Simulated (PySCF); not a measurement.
**Where the electron goes**

Compound: C₄H₈O₂Si.
Structure used (GFN2-xTB), in Å, numbered top down from 1:
```
atom  x, y, z in Å
C1    -2.2072    0.7373   -0.2366
O2    -0.9860    0.0794   -0.4420
C3    -0.4581   -0.5094    0.7288
Si4    1.1881   -1.2979    0.1855
C5     2.2822    0.0719   -0.4878
C6     1.8180    1.2529   -0.7245
O7     1.3645    2.3084   -0.8927
H8    -2.1033    1.5452    0.4986
H9    -2.9783    0.0396    0.1161
H10   -2.5057    1.1558   -1.1957
H11   -1.1643   -1.2481    1.1331
H12   -0.3175    0.2539    1.5072
H13    0.9174   -2.3087   -0.8419
H14    1.8433   -1.9075    1.3526
H15    3.3025   -0.1648   -0.7228
```

The calculation used PySCF, TDDFT wB97X-D/def2-SVPD, vertical, gas phase, core orbitals frozen in the response.

Frontier orbitals with the atoms that hold most of them (Löwdin shares over 4%, at most four atoms; ? is withheld):

| orbital | ε (eV) | atoms |
| --- | --- | --- |
| HOMO-3 | -11.76 | O2 28%, C1 20%, C3 14%, H10 12% |
| HOMO-2 | -10.57 | C3 29%, O2 27%, Si4 17%, C1 5% |
| HOMO-1 | -9.64 | ? |
| HOMO | -8.88 | C5 41%, O7 21%, C6 21%, Si4 6% |
| LUMO | 1.02 | ? |
| LUMO+1 | 2.11 | Si4 21%, C6 18%, C1 9%, C3 9% |
| LUMO+2 | 2.35 | Si4 26%, C5 11%, H15 11%, H14 10% |

**Question.** Which atoms hold the LUMO, and with what shares?

**Answer.** C6 (bonded to C and O) 33%; O7 (bonded to C) 26%; C5 (bonded to C, Si and H) 15%; Si4 (bonded to 2 C and 2 H) 11%. By element: carbon 48% or more, oxygen 26% or more, silicon 11%.

**Question.** Give the leading atoms of the HOMO-1.

**Answer.** O2 (bonded to 2 C) 60%; C1 (bonded to O and 3 H) 10%; C3 (bonded to O, Si and 2 H) 10%; H9 (bonded to C) 5%. By element: oxygen 60% or more, carbon 20% or more, hydrogen 5% or more.

**Question.** How does S1 compare with the orbital gap of 9.90 eV?

**Answer.** S1 is at 4.22 eV (f = 0.0009), 5.68 eV below the gap, made of HOMO→LUMO (95%). 

**Question.** Give energy, strength and leading configuration of S1, S3 and S7, and follow the Löwdin shares of the leading atoms from the occupied to the empty orbital.

**Answer.** 
- S1 (4.22 eV, f 0.0009), HOMO→LUMO (95%): C5 41% → 15%, O7 21% → 26%, C6 21% → 33%
- S3 (6.76 eV, f 0.0067), HOMO-1→LUMO (85%): O2 60% → at most 11%, C1 10% → at most 11%, C6 at most 5% → 33%, O7 at most 5% → 26%
- S7 (7.56 eV, f 0.012), HOMO-2→LUMO (72%): C3 29% → at most 11%, O2 27% → at most 11%, C6 at most 6% → 33%, O7 at most 6% → 26%

One conformer stands for the species.
